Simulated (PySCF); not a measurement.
Record of a relaxation.

Compound: C₃H₇PSi.
Atom-mapped SMILES: `[CH:1]#[C:2][Si@H:3]([CH3:4])[PH2:5]` (hydrogens: H6 on C1; H7 on Si3; H8, H9, H10 on C4; H11, H12 on P5)

Method: PySCF, PBE0-D3(BJ)/def2-SVP geometry optimisation, gas phase; density fitting, grid level 1; the optimiser is geomeTRIC in internal coordinates, started from a GFN2-xTB structure with every atom displaced at random (about 0.01 Å). The frame can shift and turn from step to step; on so coarse a grid that alone can change the energy by a few meV, and forces under 0.02 eV/Å are noise.

Step 0: E = -20371.7133 eV, largest atomic force 4.019 eV/Å
```
atom  x, y, z in Å  |  force x, y, z in eV/Å
C1      2.428   -1.448   -0.569   -3.266   1.923   1.337
C2      1.427   -0.863   -0.153    0.808  -0.443  -0.337
Si3    -0.080    0.050    0.458    0.768  -0.310  -0.262
C4     -1.598   -0.664   -0.332   -1.040   0.462   1.262
P5      0.145    2.179   -0.242    0.021  -0.079  -0.668
H6      3.254   -1.918   -0.942    2.076  -1.210  -0.881
H7     -0.080   -0.100    1.934   -0.108   0.015   0.192
H8     -1.743   -1.707   -0.073    0.056  -0.593   0.181
H9     -1.587   -0.590   -1.392    0.215   0.141  -1.395
H10    -2.521   -0.132    0.009    0.471  -0.144  -0.061
H11    -0.803    2.681    0.662   -0.528   0.183   0.332
H12     1.199    2.485    0.631    0.525   0.056   0.300
```

Step 1: E = -20371.8349 eV, largest atomic force 0.968 eV/Å
```
atom  x, y, z in Å  |  force x, y, z in eV/Å
C1      2.449   -1.231   -0.684    0.660  -0.693  -0.148
C2      1.423   -0.869   -0.142   -0.404   0.451  -0.005
Si3    -0.086   -0.008    0.476    0.166  -0.087  -0.002
C4     -1.642   -0.716   -0.285   -0.087  -0.025  -0.224
P5      0.164    2.132   -0.232   -0.021   0.056   0.102
H6      3.347   -1.677   -1.106   -0.353   0.321   0.115
H7     -0.124   -0.142    1.963   -0.009   0.023   0.014
H8     -1.781   -1.773   -0.017    0.046  -0.026   0.020
H9     -1.616   -0.637   -1.386    0.055  -0.015   0.149
H10    -2.525   -0.161    0.067   -0.030   0.040   0.050
H11    -0.819    2.645    0.677    0.002  -0.006  -0.035
H12     1.248    2.411    0.660   -0.025  -0.039  -0.035
```

Step 2: E = -20371.8519 eV, largest atomic force 0.337 eV/Å
```
atom  x, y, z in Å  |  force x, y, z in eV/Å
C1      2.444   -1.258   -0.684   -0.101  -0.260   0.189
C2      1.420   -0.861   -0.155    0.114   0.209  -0.216
Si3    -0.081    0.001    0.470    0.036  -0.056   0.036
C4     -1.635   -0.716   -0.288   -0.077  -0.006  -0.041
P5      0.151    2.147   -0.224   -0.013   0.022   0.026
H6      3.336   -1.692   -1.104   -0.023   0.104  -0.025
H7     -0.115   -0.133    1.957    0.002   0.016   0.005
H8     -1.758   -1.776   -0.018    0.023   0.000   0.008
H9     -1.604   -0.637   -1.385    0.021  -0.004   0.019
H10    -2.522   -0.167    0.070    0.016  -0.011   0.005
H11    -0.834    2.650    0.686    0.000  -0.011  -0.005
H12     1.236    2.416    0.666    0.001  -0.004  -0.001
```

Step 3: E = -20371.8646 eV, largest atomic force 0.394 eV/Å
```
atom  x, y, z in Å  |  force x, y, z in eV/Å
C1      2.432   -1.302   -0.679   -0.327   0.045   0.215
C2      1.419   -0.842   -0.182    0.182   0.072  -0.156
Si3    -0.072    0.019    0.456   -0.081  -0.035   0.052
C4     -1.624   -0.718   -0.293    0.012   0.015   0.100
P5      0.128    2.177   -0.210    0.002  -0.009  -0.042
H6      3.319   -1.731   -1.098    0.201  -0.086  -0.106
H7     -0.095   -0.117    1.945    0.011   0.000  -0.005
H8     -1.716   -1.781   -0.021   -0.005   0.011  -0.004
H9     -1.591   -0.638   -1.387   -0.017   0.003  -0.072
H10    -2.517   -0.186    0.074    0.013  -0.025  -0.022
H11    -0.859    2.650    0.711   -0.003  -0.007   0.021
H12     1.216    2.439    0.676    0.010   0.017   0.021
```

Step 4: E = -20371.8694 eV, largest atomic force 0.243 eV/Å
```
atom  x, y, z in Å  |  force x, y, z in eV/Å
C1      2.426   -1.329   -0.676   -0.198   0.100   0.100
C2      1.423   -0.822   -0.204    0.122   0.009  -0.072
Si3    -0.066    0.032    0.447   -0.075  -0.024   0.031
C4     -1.616   -0.718   -0.295    0.049   0.019   0.084
P5      0.108    2.198   -0.202    0.005  -0.012  -0.040
H6      3.310   -1.770   -1.091    0.119  -0.086  -0.052
H7     -0.075   -0.108    1.935    0.011  -0.009  -0.005
H8     -1.689   -1.783   -0.026   -0.014   0.004  -0.007
H9     -1.588   -0.635   -1.390   -0.023   0.003  -0.051
H10    -2.514   -0.201    0.078    0.001  -0.014  -0.018
H11    -0.878    2.645    0.733   -0.002  -0.001   0.016
H12     1.199    2.463    0.681    0.004   0.013   0.015
```

Step 5: E = -20371.8711 eV, largest atomic force 0.043 eV/Å
```
atom  x, y, z in Å  |  force x, y, z in eV/Å
C1      2.424   -1.339   -0.677   -0.017   0.040  -0.004
C2      1.430   -0.806   -0.219    0.021   0.003  -0.004
Si3    -0.062    0.040    0.442   -0.027  -0.009   0.006
C4     -1.610   -0.718   -0.295    0.032   0.007   0.024
P5      0.094    2.210   -0.198    0.001  -0.008  -0.011
H6      3.306   -1.800   -1.085    0.008  -0.029   0.003
H7     -0.059   -0.108    1.929    0.006  -0.008  -0.002
H8     -1.674   -1.785   -0.030   -0.009  -0.001  -0.004
H9     -1.591   -0.631   -1.391   -0.011   0.001  -0.009
H10    -2.511   -0.211    0.084   -0.003  -0.001  -0.004
H11    -0.891    2.640    0.747   -0.001   0.003   0.002
H12     1.185    2.481    0.682   -0.001   0.004   0.003
```

Step 6: E = -20371.8714 eV, largest atomic force 0.035 eV/Å
```
atom  x, y, z in Å  |  force x, y, z in eV/Å
C1      2.426   -1.338   -0.679    0.028   0.002  -0.022
C2      1.434   -0.799   -0.224   -0.009   0.004   0.009
Si3    -0.060    0.041    0.441    0.001  -0.001  -0.001
C4     -1.608   -0.718   -0.293    0.007  -0.003  -0.004
P5      0.087    2.212   -0.197   -0.001  -0.004   0.004
H6      3.304   -1.811   -1.083   -0.019   0.000   0.012
H7     -0.051   -0.111    1.928    0.003  -0.004   0.000
H8     -1.671   -1.786   -0.033   -0.003  -0.002  -0.001
H9     -1.595   -0.628   -1.390   -0.002   0.001   0.006
H10    -2.509   -0.215    0.089   -0.002   0.003   0.003
H11    -0.897    2.639    0.750   -0.001   0.002  -0.003
H12     1.179    2.488    0.682   -0.002   0.000  -0.002
```

Step 7: E = -20371.8715 eV, largest atomic force 0.023 eV/Å
```
atom  x, y, z in Å  |  force x, y, z in eV/Å
C1      2.427   -1.336   -0.683    0.018  -0.008  -0.012
C2      1.436   -0.796   -0.227   -0.010   0.003   0.006
Si3    -0.058    0.040    0.441    0.006   0.002  -0.001
C4     -1.607   -0.719   -0.291   -0.005  -0.004  -0.007
P5      0.084    2.212   -0.197   -0.001  -0.002   0.004
H6      3.304   -1.814   -1.084   -0.011   0.006   0.005
H7     -0.047   -0.115    1.928    0.001   0.000   0.000
H8     -1.670   -1.787   -0.034    0.001   0.000   0.000
H9     -1.596   -0.625   -1.388    0.002   0.001   0.006
H10    -2.507   -0.216    0.093    0.001   0.001   0.004
H11    -0.901    2.638    0.750   -0.001   0.000  -0.003
H12     1.175    2.491    0.682   -0.001   0.000  -0.002
```

Q: Summarise the path.

A: The energy falls by 15.27 kJ/mol from step 0 to step 7; nine tenths of that is first reached at step 3. It falls at every step. The largest force goes from 4.019 to 0.023 eV/Å. Among the bonds C1–H6 changes most, from 1.021 to 1.076 Å; the atoms move by 0.033 Å rms after alignment.

What follows is the cost of the whole optimisation. Time: 39 s; peak memory 0.47 GiB. Hardware: one thread, Arm Neoverse V1 (aarch64), no GPU, on a shared host.
